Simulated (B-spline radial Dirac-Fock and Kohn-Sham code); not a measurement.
L-shell conversion coefficients of Ta against transition energy

Calculated with a radial atomic solver, using a Dirac-Hartree-Slater potential of the neutral atom with a Latter tail (no hole, which puts coefficients of high multipoles low close above an edge), finite nucleus with surface currents. Subshells within 1 keV of threshold and pair formation are left out.

| energy (keV) | E1 | E4 | E5 | M1 | M2 | M4 |
| --- | --- | --- | --- | --- | --- | --- |
| 14.1 | 11.0 | 2.01e+08 | 3.51e+09 | 188 | 65600 | 2.85e+09 |
| 16.1 | 7.78 | 1.02e+08 | 2.27e+09 | 127 | 34800 | 1.04e+09 |
| 20 | 4.36 | 2.97e+07 | 7.90e+08 | 66.2 | 12400 | 2.05e+08 |
| 25.2 | 2.33 | 7.31e+06 | 2.02e+08 | 33.3 | 4180 | 3.67e+07 |
| 31.6 | 1.26 | 1.76e+06 | 4.65e+07 | 17.0 | 1460 | 6.96e+06 |
| 50 | 0.355 | 91400 | 1.95e+06 | 4.38 | 182 | 258000 |
| 54.5 | 0.280 | 52100 | 1.06e+06 | 3.40 | 124 | 141000 |
| 89.1 | 0.0720 | 2110 | 30900 | 0.809 | 14.9 | 4950 |
| 100 | 0.0524 | 1000 | 13400 | 0.579 | 9.19 | 2320 |
| 102 | 0.0496 | 880 | 11700 | 0.547 | 8.46 | 2040 |
| 111 | 0.0393 | 510 | 6350 | 0.429 | 5.97 | 1180 |
| 125 | 0.0284 | 238 | 2710 | 0.305 | 3.69 | 553 |
| 147 | 0.0183 | 84.8 | 857 | 0.192 | 1.93 | 201 |
| 200 | 0.00804 | 12.4 | 99.7 | 0.0805 | 0.588 | 31.9 |
| 339 | 0.00211 | 0.565 | 3.04 | 0.0189 | 0.0877 | 1.76 |
| 355 | 0.00188 | 0.438 | 2.28 | 0.0166 | 0.0749 | 1.39 |
| 392 | 0.00149 | 0.257 | 1.24 | 0.0128 | 0.0536 | 0.842 |
| 433 | 0.00118 | 0.153 | 0.683 | 0.00978 | 0.0385 | 0.517 |
| 449 | 0.00108 | 0.127 | 0.552 | 0.00889 | 0.0342 | 0.434 |
| 500 | 0.000850 | 0.0742 | 0.298 | 0.00669 | 0.0242 | 0.261 |
| 540 | 0.000717 | 0.0512 | 0.195 | 0.00547 | 0.0189 | 0.184 |
| 579 | 0.000616 | 0.0370 | 0.134 | 0.00456 | 0.0152 | 0.134 |
| 589 | 0.000594 | 0.0342 | 0.122 | 0.00436 | 0.0144 | 0.124 |
| 752 | 0.000357 | 0.0120 | 0.0358 | 0.00232 | 0.00689 | 0.0440 |
| 1000 | 0.000205 | 0.00409 | 0.0101 | 0.00113 | 0.00304 | 0.0144 |
| 1050 | 0.000187 | 0.00346 | 0.00830 | 0.000997 | 0.00265 | 0.0121 |
| 1060 | 0.000184 | 0.00335 | 0.00799 | 0.000974 | 0.00258 | 0.0117 |
| 1360 | 0.000117 | 0.00152 | 0.00315 | 0.000524 | 0.00131 | 0.00487 |
| 2000 | 6.06e-05 | 0.000526 | 0.000922 | 0.000204 | 0.000486 | 0.00144 |

Q: How fast do they fall between 1060 and 2000 keV?

A: As powers of the energy: E1 E^-1.75, E4 E^-2.92, E5 E^-3.40, M1 E^-2.46, M2 E^-2.63, M4 E^-3.30. Within one type (E or M) the higher multipoles fall faster.
